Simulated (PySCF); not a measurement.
## Nuclear quadrupole coupling in `CN(C)[Si@@H](F)C/C=C\F`

C5H11F2NSi.
Numbering: `[CH3:1][N:2]([CH3:3])[Si@@H:4]([F:5])[CH2:6]/[CH:7]=[CH:8]\[F:9]` (hydrogens: H10, H11, H12 on C1; H13, H14, H15 on C3; H16 on Si4; H17, H18 on C6; H19 on C7; H20 on C8)

Geometry (GFN2-xTB, Å), atoms numbered from 1 in this order:
```
atom  x, y, z in Å
C1    -1.2451    1.2485   -0.1644
N2    -1.1409   -0.1907   -0.0737
C3    -2.3019   -0.8547   -0.6244
Si4   -0.1469   -0.9751    1.0749
F5    -0.0229   -2.4912    0.5250
C6     1.6040   -0.2231    1.0730
C7     2.1579   -0.1467   -0.3041
C8     2.3406    0.9653   -0.9918
F9     2.0627    2.1850   -0.4740
H10   -1.3813    1.5394   -1.2091
H11   -2.0993    1.6259    0.4093
H12   -0.3417    1.7173    0.2108
H13   -2.1648   -1.9307   -0.5831
H14   -2.4329   -0.5547   -1.6667
H15   -3.2126   -0.5944   -0.0741
H16   -0.6454   -1.1620    2.4383
H17    1.6040    0.7624    1.5342
H18    2.2387   -0.8684    1.6802
H19    2.3982   -1.0810   -0.7865
H20    2.7246    1.0397   -1.9970
```

Field gradients from the PBE0/pcSseg-1 density (PySCF, non-relativistic), principal values in atomic units, ordered |Vxx| ≤ |Vyy| ≤ |Vzz|:

```
atom     Vxx     Vyy      Vzz
  N2  0.3581  0.7433  -1.1014
```

Problem. Find the asymmetry η = (Vxx − Vyy)/Vzz and the couplings χ = eQV/h (234.96 MHz × Q in barn × V in au), with Q(14N) = 0.02044 b.

Solution. 
| atom | environment | nucleus | η | χzz (MHz) | χxx (MHz) | χyy (MHz) |
| --- | --- | --- | --- | --- | --- | --- |
| N2 | silicon-bound nitrogen | 14N | 0.35 | -5.29 | 1.72 | 3.57 |

Problem. What is Vzz at N2 in SI units (1 au = 9.71736 × 10²¹ V/m²)?

Solution. -1.1014 au = -10.703 × 10²¹ V/m².

Problem. And the gradient at the other heavy atoms, for which no coupling is worked out here?

Solution. 
```json
{"atom": "C1", "environment": "N-methyl carbon", "Vzz (au)": "0.248", "η": "0.11"}
{"atom": "C3", "environment": "N-methyl carbon", "Vzz (au)": "0.252", "η": "0.16"}
{"atom": "Si4", "environment": "fluorine-bound silicon", "Vzz (au)": "0.676", "η": "0.34"}
{"atom": "F5", "environment": "silicon-bound fluorine", "Vzz (au)": "1.226", "η": "0.11"}
{"atom": "C6", "environment": "sp3 carbon bound to silicon", "Vzz (au)": "0.088", "η": "0.99"}
{"atom": "C7", "environment": "alkene CH carbon", "Vzz (au)": "0.218", "η": "0.56"}
{"atom": "C8", "environment": "vinylic C–F carbon", "Vzz (au)": "0.461", "η": "0.91"}
{"atom": "F9", "environment": "vinyl fluorine", "Vzz (au)": "2.877", "η": "0.14"}
```

Problem. What couplings would deuterons (Q(2H) = 0.00286 b) have in place of the hydrogens, at this geometry?

Solution. 
```tsv
atom	bonded to	bond length (Å)	Vzz (au)	η	χzz (kHz)
H10	C1	1.093	0.3007	0.06	202
H11	C1	1.096	0.2948	0.05	198
H12	C1	1.085	0.3114	0.08	209
H13	C3	1.086	0.3095	0.07	208
H14	C3	1.092	0.3019	0.06	203
H15	C3	1.095	0.2961	0.05	199
H16	Si4	1.464	0.1577	0.01	106
H17	C6	1.088	0.3149	0.04	212
H18	C6	1.090	0.3140	0.04	211
H19	C7	1.079	0.3303	0.08	222
H20	C8	1.079	0.3249	0.12	218
```

Geometry: GFN2-xTB, one conformer, isolated molecule. GFN2-xTB bond lengths can be off by several hundredths of an ångström, more for odd bonds, and the gradients follow them. The basis is small and wasn't made for field gradients, so the couplings can be 20 % off.
